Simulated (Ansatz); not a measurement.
Caution, from a PySCF single point (B3LYP-D3(BJ)/def2-TZVP) at this geometry: the restricted solution is unstable towards spin-unrestricted or complex orbitals, so a lower solution exists and this singlet may not be the ground state. This singlet lies 0.08 eV below the relaxed triplet at the level frozen-core CCSD(T)/cc-pVTZ // B3LYP-D3(BJ)/def2-TZVP (Ansatz, an electronic-structure program); other levels give the other order.

A geometry relaxed with Ansatz with B3LYP-D3(BJ)/def2-TZVP, charge 0, multiplicity 1:

```xyz
8

Si    -0.3012    -0.5527    -1.2930
H     -1.4443     1.1020     0.1641
H     -1.3140    -0.3931     1.0659
Al     1.8694    -0.0664    -0.1412
H     -2.5601    -0.2236    -0.1888
H      2.6561    -1.2026     0.6539
C     -1.5279     0.0107     0.0731
H      2.6221     1.3257    -0.3341
```

**Question.** Write the SMILES of this molecule.

**Answer.** `C[Si][AlH2]`
